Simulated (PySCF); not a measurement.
Ge(F)(OMe) (CH3FGeO), SMILES C[O][Ge][F] (connectivity only; charge and spin as stated), neutral, multiplicity 1. Atoms are numbered in the order given.

```xyz
7

Ge     0.3326    -0.7036     0.0000
F     -1.4344    -0.6212     0.0000
O      0.6608     1.0355     0.0000
C     -0.2562     2.1020     0.0000
H     -1.2999     1.7497     0.0000
H     -0.0915     2.7304     0.8909
H     -0.0915     2.7304    -0.8909
```
Charge 0, spin multiplicity 1.

Geometry: PBE0-D3(BJ)/def2-SVP. Other conformers were not sampled.

Method: TDA-LC-ωPBE/def2-SVPD (PySCF).

Vertical excitations. The molecule is in vacuum. State labels are in the subgroup Cs.

Computed lowest excited states:
| state | symmetry | energy (eV) | λ (nm) | f | main pairs |
|---|---|---|---|---|---|
| S1 | A" | 5.52 | 225 | 0.099 | HOMO→LUMO 93 % |
| S2 | A" | 6.51 | 190 | 0.074 | HOMO−2→LUMO 91 % |
| S3 | A' | 6.61 | 188 | 0.076 | HOMO−1→LUMO 89 % |
| S4 | A' | 7.95 | 156 | 0.259 | HOMO→LUMO+1 74 %, HOMO→LUMO+2 13 % |
| S5 | A" | 8.19 | 151 | 0.005 | HOMO−3→LUMO 92 % |
| S6 | A" | 8.37 | 148 | 0.008 | HOMO−1→LUMO+1 67 %, HOMO−1→LUMO+2 23 % |
| S7 | A' | 8.59 | 144 | 0.279 | HOMO→LUMO+3 48 %, HOMO−2→LUMO+2 13 %, HOMO→LUMO+4 11 %, HOMO−4→LUMO 8 % |
| S8 | A" | 8.61 | 144 | 0.003 | HOMO−1→LUMO+3 39 %, HOMO−1→LUMO+2 36 %, HOMO−1→LUMO+1 11 % |
| S9 | A' | 8.85 | 140 | 0.317 | HOMO→LUMO+2 38 %, HOMO→LUMO+3 19 %, HOMO−2→LUMO+1 12 %, HOMO−2→LUMO+3 8 % |
| S10 | A' | 8.89 | 139 | 0.059 | HOMO−2→LUMO+1 36 %, HOMO−4→LUMO 20 %, HOMO→LUMO+2 17 %, HOMO−2→LUMO+3 7 % |
| T1 | A" | 3.56 | 348 | 0 | HOMO→LUMO 89 % |
| T2 | A' | 5.28 | 235 | 0 | HOMO−1→LUMO 92 % |
| T3 | A" | 5.98 | 207 | 0 | HOMO−2→LUMO 85 % |
| T4 | A' | 6.05 | 205 | 0 | HOMO→LUMO+1 62 %, HOMO→LUMO+2 20 % |
Triplets are in the Tamm–Dancoff approximation.
